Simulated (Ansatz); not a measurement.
`IC1=CC1`. Total charge 0; spin multiplicity 1. I takes the def2 core potential.

```json
{"atom": "I1", "x (Å)": "0.685", "y (Å)": "-1.113", "z (Å)": "2.421"}
{"atom": "C2", "x (Å)": "0.053", "y (Å)": "-0.337", "z (Å)": "0.652"}
{"atom": "C3", "x (Å)": "-0.902", "y (Å)": "-0.153", "z (Å)": "-0.191"}
{"atom": "C4", "x (Å)": "0.444", "y (Å)": "0.429", "z (Å)": "-0.562"}
{"atom": "H5", "x (Å)": "-1.925", "y (Å)": "-0.277", "z (Å)": "-0.498"}
{"atom": "H6", "x (Å)": "1.044", "y (Å)": "-0.056", "z (Å)": "-1.332"}
{"atom": "H7", "x (Å)": "0.601", "y (Å)": "1.506", "z (Å)": "-0.489"}
```

Task: List the harmonic frequencies (cm⁻¹, unscaled) at PBE0-D4/def2-TZVP in Ansatz. (Best estimate.)

Result: Computed: 262, 263, 391, 741, 845, 985, 997, 1079, 1110, 1187, 1519, 1796, 3063, 3133, 3309.

Task: Is this a minimum?

Result: Yes, all 15 modes are real.

Task: Give the ideal-gas thermochemistry at 298.15 K and 1 bar (rigid rotor, harmonic oscillator; point group Cs, symmetry number 1).

Result: Zero-point energy 123.7 kJ/mol; H(298) − E = 137.7 kJ/mol; entropy 301.7 J/(mol·K), of which translation 172.6, rotation 107.8, vibration 21.3; G(298) − E = 47.8 kJ/mol.

Task: And at 400, 500, 600, 800 and 1000 K?

Result: 
| T (K) | H − E (kJ/mol) | S (J/mol/K) | G − E (kJ/mol) |
| --- | --- | --- | --- |
| 400 | 145.2 | 323.2 | 15.9 |
| 500 | 153.8 | 342.3 | -17.3 |
| 600 | 163.4 | 359.7 | -52.5 |
| 800 | 184.8 | 390.4 | -127.6 |
| 1000 | 208.5 | 416.8 | -208.3 |

Task: Rotational constants (cm⁻¹)?

Result: 0.7898, 0.06469, 0.06052.
